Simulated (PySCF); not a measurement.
Coordinates in bohr (charge 1 multiplicity 1):
```
S     0.0000    0.0000   -2.0351
Y     0.0000    0.0000    2.8787
Y     4.6047    0.0000   -1.0735
Y    -4.6047    0.0000   -1.0735
```

Computed with PySCF, PBE0, basis S def2-SVP, Y def2-SVP with ECP28 (scalar-relativistic core potentials, no spin–orbit coupling, density fitting).

This geometry of Y₃S⁺ is a stationary point at this level.

(1) What is the point group?

(2) Is it a minimum?

(3) Which band is strongest in the infrared?

(4) What are the dipole moment and the gap between the highest occupied and lowest empty levels?

Results:

(1) C2v.

(2) No: it has 1 imaginary mode, at 117i cm⁻¹ (b1).

(3) 366 cm⁻¹ (b2), 67 km/mol.

(4) 0.93 D about the centre of mass and 1.27 eV.

Stability towards spin polarisation was not tested. This need not be the most stable arrangement of these atoms. The small gap makes a closed-shell description doubtful.
